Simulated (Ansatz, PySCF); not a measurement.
This Ansatz (a program for electronic structure) input computes a PBE0/def2-TZVPD energy:

Ansatz 0.2 input:
```yaml
crystal:
  periodic: [false, false, false]
  atoms:
    - {symbol: Sn, position_ang: [-0.00320074, 0.00045965, -0.03349655]}
    - {symbol: H, position_ang: [0.08911333, -1.51299313, 0.81594046]}
    - {symbol: H, position_ang: [0.07092378, 1.49001039, 0.85888713]}
basis:
  gaussian:
    orbitals: def2-TZVPD
hamiltonian:
  xc: {name: PBE0}
total_charge: 1
magnetization: {spin_polarized: true, initial_magnetization: 1}
output: {forces: true}
```

Q: Write an input for the same energy in PySCF and say what it gives.

A: 
```python
from pyscf import gto, scf, dft

mol = gto.M(
    atom='''
    Sn   -0.00320074    0.00045965   -0.03349655
    H     0.08911333   -1.51299313    0.81594046
    H     0.07092378    1.49001039    0.85888713
    ''',
    basis='def2-tzvpd',
    ecp='def2-tzvp',
    charge=1,
    spin=1,
    verbose=4,
)

mf = dft.UKS(mol, xc='pbe0').density_fit(auxbasis='def2-universal-jkfit')
mf.grids.level = 3
mf.conv_tol = 1e-9
mf.max_cycle = 100
mf.max_memory = 1500
mf.kernel()
if not mf.converged:
    mf = mf.newton()
    mf.kernel(mf.make_rdm1())
for _ in range(2):
    mo, _, stable, _ = mf.stability(return_status=True)
    if stable:
        break
    mf.kernel(mf.make_rdm1(mo, mf.mo_occ))
mf.analyze()
```
It gives -215.14431 Eh, and Ansatz -215.14428 Eh, a difference of 0.03 mEh, from the treatment of integrals and grids.
